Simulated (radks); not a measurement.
Fractional charge and spin in the 3p shell of nickel: the spin-up occupation runs from 2 to 3 and the spin-down occupation from 2 to 3; the fullest corner is Ni3+, [Ne] 3s2 3d(up 3.5, down 3.5) 3p(up 3, down 3). Method: scalar-relativistic Kohn-Sham, r2SCAN, spin-polarised, spherical densities, finite nucleus; meta-GGA in the generalised Kohn-Sham scheme; Fermi nuclear charge, rms radius of each element as measured or else 0.836 A^(1/3) + 0.57 fm; computed with a radial shooting solver on a logarithmic mesh with Libxc functionals. Energy (eV) minus the two flat planes that join the four corners (they meet along the diagonal where the two added fractions sum to one electron); zero is where a piecewise linear energy would lie.

down \ up       2     2.5       3
2           0.000  -2.965   0.000
2.5        -2.965   0.544  -2.749
3           0.000  -2.749   0.000

Corners above the fullest one (they belong to Ni4+ and the next ion): (up 3, down 2) 123.82 eV, (up 2, down 3) 123.82 eV, (up 2, down 2) 272.69 eV. With half an added electron in each spin the energy lies 0.544 eV from the planes, and with half an added electron in spin up alone -2.965 eV. The planes are only a guide here: the flat-plane condition holds for ground states with one frontier orbital, while this shell lies below other occupied shells, so the corners above the fullest one are inner-hole states and not the ground states of those ions.
